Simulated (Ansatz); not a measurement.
## Energy profile

The step: GeH₃Cl ([Cl][GeH3]) + HBr → GeH₃Br ([GeH3][Br]) + HCl; bonds formed: Ge1–Br7, Cl2–H6; bonds broken: Ge1–Cl2, H6–Br7 (atoms numbered as in the saddle structure below).

```csv
atom,x (Å),y (Å),z (Å)
Ge1,-0.6658,0.3264,-0.2783
Cl2,0.2848,-1.6586,1.0314
H3,-0.4561,0.8783,-1.6921
H4,-0.8049,1.3396,0.8513
H5,-1.8677,-0.6304,-0.3598
H6,1.4428,-0.8271,0.6562
Br7,2.0668,0.5718,-0.2087
```

Electronic energies by CCSD(T) at an estimated basis limit (MP2 extrapolated from triple and quadruple zeta, plus CCSD(T) − MP2 in triple zeta), on PBE0-D4/def2-TZVP structures; GeH4BrCl, closed shell; no counterpoise correction. Program: Ansatz 0.2.0. Basis: def2-TZVPP and def2-QZVPP. Cores are frozen in the correlated methods. Filled d shells of the heavier atoms are correlated. The def2 sets are not built for correlating such inner shells, so the correlated values are less sure here. Extrapolation: Hartree–Fock as exp(−7.88 √X), correlation as X^−2.97.

Task: Give the profile in kJ/mol, counted from the separated reactants. (An estimate is asked for; the value comes from the calculation.)

Result: Computed:
```csv
point,kJ/mol
"separated: GeH3Cl (linked as [Cl][GeH3]; Ge1, Cl2, H3, H4, H5; singlet) + HBr (H6, Br7; singlet)",0.0
start structure,-13.1
saddle,133.9
end structure,-24.0
"separated: GeH3Br (linked as [GeH3][Br]; Ge1, H3, H4, H5, Br7; singlet) + HCl (Cl2, H6; singlet)",-9.9
```

The T1 diagnostic stays at or below 0.011.

For scale, one of the runs: CCSD(T)/def2-TZVPP, 194 basis functions, launched by `ansatz run in.yaml --threads 4 --pin off --events-out ev --progress --plain --max-ram 9574MiB`. Time: 94 s of wall clock on 4 CPU threads of an Arm Neoverse V1; the host was shared. Peak host memory: 2.2 GiB.
